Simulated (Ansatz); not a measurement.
Cost and result for the atomization energy of `C1=[CH][SnH2][CH2]1` (10 atoms, 10 bonds).

Cartesian coordinates in Å:
```
C -0.566 0.894 0.555
C 0.749 1.070 0.377
Sn 0.964 -0.814 -0.595
C -1.088 -0.414 0.015
H -1.224 1.616 1.044
H 1.322 1.936 0.687
H 1.832 -2.059 0.195
H 1.337 -0.847 -2.265
H -1.506 -1.077 0.776
H -1.820 -0.305 -0.788
```

The species carries charge 0 and has multiplicity 1. Correlated methods include outer-core shells of Sn, which these sets cover unevenly. Sn: def2 effective core potential. All single points use the PBE0-D4/def2-TZVP geometry. Program: Ansatz. All runs use 4 threads of an Arm Neoverse V2 on a shared host. Times are those of one run each, without the atoms' runs, and a repeat can differ threefold. Electronic energies, without spin–orbit coupling; frozen cores. CCSD(T)/CBS adds CCSD(T) − MP2 in def2-TZVPP to the MP2 limit, and its time is that of the two runs behind it. T1 = 0.013. With those shells the extrapolation isn't a true limit. B3LYP takes the VWN-RPA correlation (the form of Gaussian; ORCA's B3LYP/G).

CCSD(T)/CBS is a level of theory with its own doubt, some kJ/mol a heavy atom from the limit and from the frozen cores, so smaller differences don't rank the functionals.

```csv
level,functions,wall time
PBE-D4/def2-TZVPP (with forces),227,1.9 s
PBE0-D4/def2-TZVPP,227,2.2 s
B3LYP-D4/def2-TZVPP (with forces),227,3.4 s
r2SCAN-D4/def2-TZVPP (with forces),227,3.6 s
B2PLYP/def2-TZVPP,227,4.2 s
ωB97X-V/def2-TZVPP,227,6 s
ωB97M-V/def2-TZVPP (with forces),227,8.5 s
MP2/def2-QZVPP,433,18 s
CCSD(T)/def2-TZVPP,227,110 s
CCSD(T)/CBS(def2),–,2.1 min
```

(1) What atomization energy does each give, and how far from CCSD(T)/CBS? (An estimate is asked.)

## Answers

(1) Computed: 
```json
{"level": "PBE-D4/def2-TZVPP (with forces)", "atomization (kcal/mol)": "878.6", "difference from CCSD(T)/CBS": "13.8", "per bond": "1.4"}
{"level": "PBE0-D4/def2-TZVPP", "atomization (kcal/mol)": "865.8", "difference from CCSD(T)/CBS": "1.0", "per bond": "0.1"}
{"level": "B3LYP-D4/def2-TZVPP (with forces)", "atomization (kcal/mol)": "858.0", "difference from CCSD(T)/CBS": "-6.8", "per bond": "-0.7"}
{"level": "r2SCAN-D4/def2-TZVPP (with forces)", "atomization (kcal/mol)": "862.2", "difference from CCSD(T)/CBS": "-2.6", "per bond": "-0.3"}
{"level": "B2PLYP/def2-TZVPP", "atomization (kcal/mol)": "850.3", "difference from CCSD(T)/CBS": "-14.5", "per bond": "-1.4"}
{"level": "ωB97X-V/def2-TZVPP", "atomization (kcal/mol)": "863.7", "difference from CCSD(T)/CBS": "-1.1", "per bond": "-0.1"}
{"level": "ωB97M-V/def2-TZVPP (with forces)", "atomization (kcal/mol)": "861.7", "difference from CCSD(T)/CBS": "-3.1", "per bond": "-0.3"}
{"level": "MP2/def2-QZVPP", "atomization (kcal/mol)": "862.8", "difference from CCSD(T)/CBS": "-2.0", "per bond": "-0.2"}
{"level": "CCSD(T)/def2-TZVPP", "atomization (kcal/mol)": "844.0", "difference from CCSD(T)/CBS": "-20.8", "per bond": "-2.1"}
{"level": "CCSD(T)/CBS(def2)", "atomization (kcal/mol)": "864.8", "difference from CCSD(T)/CBS": "0.0", "per bond": "0.0"}
```

The D4 term adds +8.0 kcal/mol with B3LYP and +4.1 kcal/mol with PBE0; it sums over pairs of atoms, weighted by their polarisabilities, and B3LYP, whose exchange is more repulsive, gets the larger term. In def2-TZVPP, CCSD(T) changes the Hartree–Fock value by +220.3 kcal/mol (the triples alone add +14.8 kcal/mol) and MP2 by +226.8 kcal/mol; breaking electron pairs costs correlation energy, which Hartree–Fock lacks. From PBE to PBE0 (25 % exact exchange), in def2-TZVPP and without D4, the atomization energy moves by −12.1 kcal/mol: exact exchange takes away binding that semilocal exchange gives to molecules.

Spin–orbit coupling would lower the free Sn atoms strongly, and the atomization energy with them, by more than many differences here. For some Ge, Se and Sn compounds the MP2-based and the directly extrapolated limit differ by 10 to 25 kJ/mol.
